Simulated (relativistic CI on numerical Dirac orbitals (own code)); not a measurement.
**Transition arrays of Cd28+**

Calculated at this level of theory: Dirac-Coulomb-Breit CI, separate exchange-only KLI orbitals for each configuration, a model potential for QED, valence Slater integrals scaled by 0.9, whole transition arrays (own radial code, finite nucleus).

Configurations in the expansion (outside the closed core [Ne] 3s2): 3p6.3d2, 3p6.3d.4f, 3p5.3d3, 3p6.3d.4p, 3p6.3d.5f. Levels of other configurations are missing.

All E1 lines from the levels of 3p6.3d2; mean and standard deviation are weighted by gf, and upper levels are sorted by their leading configuration.

| Upper configuration | Lines | Σgf | Mean (eV) | Mean (nm) | σ (eV) | Strongest line (nm) |
| --- | --- | --- | --- | --- | --- | --- |
| 3p6.3d.4f | 81 | 78.2 | 809.31 | 1.532 | 5.90 | 1.530 |
| 3p5.3d3 | 466 | 59.4 | 211.61 | 5.859 | 18.97 | 5.564 |
| 3p6.3d.4p | 60 | 2.9 | 675.82 | 1.835 | 5.57 | 1.831 |
| 3p6.3d.5f | 81 | 19.0 | 1077.24 | 1.151 | 6.14 | 1.153 |

Σgf per state of the lower configuration in bins of 0.2 nm over the central range (centre: value): 1.1: 0.42, 1.5: 1.74, 1.9: 0.06, 5.3: 0.14, 5.5: 0.49, 5.7: 0.16, 5.9: 0.10, 6.1: 0.12, 6.3: 0.05, 6.5: 0.04, 6.7: 0.04, 6.9: 0.10.

Task: How do configuration mixing and the scaling of the Slater integrals move the arrays?

Result: Slater scale 0.9, no configuration mixing: 3p6.3d.4f 809.1 ± 5.9 eV (Σgf 74.4), 3p5.3d3 211.7 ± 18.9 eV (Σgf 60.9), 3p6.3d.4p 675.9 ± 5.5 eV (Σgf 3.1), 3p6.3d.5f 1077.1 ± 6.1 eV (Σgf 16.6); Slater scale 1: 3p6.3d.4f 809.7 ± 6.3 eV (Σgf 78.8), 3p5.3d3 215.1 ± 19.6 eV (Σgf 60.2), 3p6.3d.4p 675.8 ± 5.9 eV (Σgf 2.9), 3p6.3d.5f 1077.4 ± 6.5 eV (Σgf 19.1); Slater scale 0.8: 3p6.3d.4f 808.9 ± 5.6 eV (Σgf 77.6), 3p5.3d3 208.1 ± 18.4 eV (Σgf 58.6), 3p6.3d.4p 675.8 ± 5.2 eV (Σgf 2.9), 3p6.3d.5f 1077.1 ± 5.8 eV (Σgf 18.8). With mixing, levels are counted to their leading configuration, so an array can shrink or vanish into another, and the sums then hold other lines.
